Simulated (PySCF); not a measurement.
# Relaxation of singlet [Pd2Cl]+

Computed with PySCF, PBE0, basis Cl def2-TZVP, Pd def2-TZVP with ECP28 (scalar-relativistic core potentials, no spin–orbit coupling, density fitting). A (50,194) grid was used.

A hand-made linear start, of D∞h symmetry, held to at least that symmetry:

```xyz
3
charge 1 multiplicity 1, angstrom
Cl    0.0000    0.0000    0.0000
Pd    0.0000    0.0000    2.1462
Pd    0.0000    0.0000   -2.1462
```

Optimiser trace:
```
step  E − E(last) (kJ/mol)  largest gradient (Eh/bohr)
   0                  7.60                     0.02028
   1                  1.76                     0.00911
   2                  0.06                     0.00148
   3                  0.00                     0.00013
   4                  0.00                     0.00000
```

It ends at D∞h with Cl–Pd 2.226 Å (×2); Pd–Cl–Pd 180.0°. No frequency check is given, so it may be a saddle point.

Final geometry:
```xyz
3
charge 1 multiplicity 1, angstrom
Cl    0.0000    0.0000    0.0000
Pd    0.0000    0.0000    2.2264
Pd    0.0000    0.0000   -2.2264
```

Stability towards spin polarisation was not tested. At this level a triplet minimum of C2v symmetry lies 108 kJ/mol below this structure.
